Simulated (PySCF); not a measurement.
C4H10Si2, SMILES C=C1CC[Si@H]1[SiH3].

Geometry optimised at PBE-D3(BJ)/def2-SVP. The structure was generated by enumeration; whether it is a known compound was not checked.

The numbers are results of PBE-D3(BJ)/def2-SVP run with PySCF, not measurements.

Frequencies are harmonic and unscaled.

Problem. List the normal modes with their intensities. (An estimate is asked for; the answer gives what the named calculation found.)

Solution. 
| mode | ν (cm⁻¹) | IR (km/mol) | moving atoms (share of kinetic energy) |
|---|---|---|---|
| 1 | 52 | 0.3 | C 44 %, H 41 %, Si 15 % |
| 2 | 76 | 0.3 | H 38 %, Si 35 %, C 28 % |
| 3 | 89 | 0.1 | H 81 %, Si 11 %, C 9 % |
| 4 | 133 | 1.0 | H 37 %, C 32 %, Si 31 % |
| 5 | 298 | 2.5 | C 43 %, H 35 %, Si 21 % |
| 6 | 314 | 6.6 | C 54 %, H 33 %, Si 13 % |
| 7 | 374 | 5.2 | Si 49 %, H 31 %, C 20 % |
| 8 | 450 | 9.1 | H 86 %, Si 11 % |
| 9 | 484 | 7.2 | H 73 %, Si 14 %, C 13 % |
| 10 | 504 | 13.3 | Si 40 %, C 37 %, H 23 % |
| 11 | 582 | 5.4 | H 60 %, C 24 %, Si 16 % |
| 12 | 613 | 7.3 | H 46 %, C 31 %, Si 23 % |
| 13 | 639 | 10.8 | H 81 %, C 11 %, Si 8 % |
| 14 | 695 | 3.1 | C 46 %, H 42 %, Si 13 % |
| 15 | 723 | 131.5 | H 82 %, Si 11 % |
| 16 | 754 | 87.1 | H 65 %, C 24 %, Si 10 % |
| 17 | 825 | 193.6 | H 86 % |
| 18 | 858 | 1.3 | H 60 %, C 36 % |
| 19 | 874 | 8.5 | H 60 %, C 38 % |
| 20 | 894 | 21.4 | H 72 %, C 28 % |
| 21 | 901 | 32.0 | H 97 % |
| 22 | 903 | 33.3 | H 97 % |
| 23 | 938 | 0.9 | C 65 %, H 34 % |
| 24 | 1043 | 3.4 | H 79 %, C 20 % |
| 25 | 1058 | 3.8 | H 63 %, C 37 % |
| 26 | 1128 | 2.9 | C 62 %, H 38 % |
| 27 | 1174 | 0.7 | H 85 %, C 15 % |
| 28 | 1209 | 1.0 | H 69 %, C 31 % |
| 29 | 1367 | 5.6 | H 89 %, C 11 % |
| 30 | 1368 | 2.1 | H 91 %, C 8 % |
| 31 | 1385 | 2.9 | H 90 %, C 10 % |
| 32 | 1673 | 0.5 | C 93 % |
| 33 | 2121 | 94.9 | H 97 % |
| 34 | 2142 | 68.6 | H 99 % |
| 35 | 2155 | 80.1 | H 96 % |
| 36 | 2160 | 93.4 | H 96 % |
| 37 | 2954 | 29.4 | H 95 % |
| 38 | 3005 | 9.1 | H 91 %, C 9 % |
| 39 | 3015 | 13.5 | H 94 % |
| 40 | 3043 | 18.4 | H 94 % |
| 41 | 3081 | 5.5 | H 90 %, C 10 % |
| 42 | 3140 | 5.7 | H 90 %, C 10 % |
